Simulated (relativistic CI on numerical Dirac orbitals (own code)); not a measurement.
**How well does a small relativistic CI reproduce N IV?**

Calculated at this level of theory: Dirac-Coulomb-Breit CI, orbitals from a KLI potential per configuration, QED by a radiative potential, valence Slater integrals scaled by 0.85, P86 correlation energy added to each configuration (own radial code, finite nucleus).

CI space (outside the closed core 1s2): 2s2, 2s.2p, 2p2, 2p.3s, 2p.3p, 2s.3s, 2s.3p, 2s.3d, 2s.4s, 2s.4p, 2s.4d, 2s.4f, 2s.5s, 2s.5p, 2s.5d, 2s.5f, 2s.5g, 3s2, 3s.3p, 3p2. Levels of other configurations are missing.

```
Configuration  Term (tabulated)  J  Measured (cm⁻¹)  Computed  Error  Purity (%)
          2s2                1S  0              0.0         0      0          94
        2s.2p               3P°  0          67209.2     67806    597         100
        2s.2p               3P°  1          67272.3     67866    593         100
        2s.2p               3P°  2          67416.3     68004    587         100
        2s.2p               1P°  1         130693.9    130863    169         100
          2p2                3P  0         175535.4    177282   1746         100
          2p2                3P  1         175608.1    177352   1744         100
          2p2                3P  2         175732.9    177470   1737         100
          2p2                1D  2         188882.5    192490   3607          99
          2p2                1S  0         235369.3    235076   -293          94
        2s.3s                3S  1         377284.8    376078  -1207          98
        2s.3s                1S  0         388854.6    386212  -2642          96
        2s.3p               1P°  1         404522.4    405439    917          92
        2s.3p               3P°  0         405971.6    405606   -365          99
        2s.3p               3P°  1         405987.5    405624   -363          98
        2s.3p               3P°  2         406022.8    405657   -366          99
        2s.3d                3D  1         420045.8    419079   -967          99
        2s.3d                3D  2         420049.6    419082   -968          99
        2s.3d                1D  2         429159.6    428608   -551          98
        2p.3s               3P°  0         465291.8    465888    597          99
        2p.3s               3P°  1         465371.0    465967    596          99
        2p.3s               3P°  2         465536.6    466131    595          99
        2p.3s               1P°  1         473029.3    473307    277          88
        2p.3p                1P  1         480884.2    482393   1509         100
        2p.3p                3D  2         484594.9    485752   1158          99
        2p.3p                3D  3         484746.2    485903   1157          99
        2p.3p                3P  0         494253.1    493720   -534          98
        2p.3p                3P  1         494309.2    493777   -532         100
        2p.3p                3P  2         494402.0    493866   -536         100
        2s.4s                1S  0         495057.7    494241   -816          79
        2p.3p                1D  2         499705.9    500708   1002          99
        2s.4p               3P°  2         503680.4    505702   2022         100
        2s.4p               3P°  1         503691.9    505689   1997         100
        2s.4p               3P°  0         503699.8    505683   1983         100
        2s.4p               1P°  1         507027.9    509003   1975          95
        2s.4d                1D  2         514647.7    514539   -109          99
        2p.3p                1S  0         515569.8    517848   2279          72
        2s.4f               3F°  2         516552.6    516332   -221         100
        2s.4f               3F°  3         516560.8    516332   -229         100
        2s.4f               3F°  4         516572.0    516333   -239         100
        2s.4f               1F°  3         521862.8    516577  -5286         100
        2s.5s                3S  1         544813.4    544701   -113         100
        2s.5s                1S  0         546731.3    548095   1364          95
        2s.5p               1P°  1         550232.6    550907    674          99
        2s.5d                3D  3         552790.9    552144   -647         100
        2s.5d                1D  2         554300.7    554245    -56          99
        2s.5g                1G  4         554339.1    555984   1645          99
        2s.5f               1F°  3         554995.7    556061   1066         100
```

Measured levels from Moore, Selected Tables of Atomic Spectra, NSRDS-NBS 3, section 4; pairs were made by configuration, J and term (by order where the table uses no LS term), so strongly mixed levels may be paired wrongly.

Mean error by configuration (cm⁻¹): 2s.2p 487; 2p2 1708; 2s.3s -1925; 2s.3p -44; 2s.3d -828; 2p.3s 516; 2p.3p 688; 2s.4s -816; 2s.4p 1994; 2s.4d -109; 2s.4f -1494; 2s.5s 626; 2s.5p 674; 2s.5d -351; 2s.5g 1645; 2s.5f 1066. Over the excited levels the mean absolute error is 1077 cm⁻¹ (47 of the 58 excited levels that our extract of the source holds in range could be paired, and the others can miss by more), and the median relative error of those above 1,000 cm⁻¹ is 0.2 %.
